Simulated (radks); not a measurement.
Problem. Mg+, configuration [Ne] 3s1. Method: Dirac Kohn-Sham, exchange-only LDA, spin-unpolarised, spherical densities, finite nucleus; Fermi nuclear charge, rms radius 3.057 fm; computed with a radial shooting solver on a logarithmic mesh with Libxc functionals. Some entries of the table are withheld. Estimate them.

orbital  occ.  eigenvalue (eV)  r(max) (bohr)
1s1/2       2        -1260.309            (1)
2s1/2       2         -86.6089         0.5486
2p1/2       2              (2)            (3)
2p3/2       4              (4)            (5)
3s1/2       1         -10.5364          2.364
3p1/2       0              (6)          2.968
3p3/2       0              (7)          2.974
4s1/2       0          -2.9540            (8)

Solution. 
(1) 1s1/2 r(max) (bohr): 0.08539
(2) 2p1/2 eigenvalue (eV): -54.2314
(3) 2p1/2 r(max) (bohr): 0.4763
(4) 2p3/2 eigenvalue (eV): -53.9432
(5) 2p3/2 r(max) (bohr): 0.4779
(6) 3p1/2 eigenvalue (eV): -6.3331
(7) 3p3/2 eigenvalue (eV): -6.3203
(8) 4s1/2 r(max) (bohr): 6.731
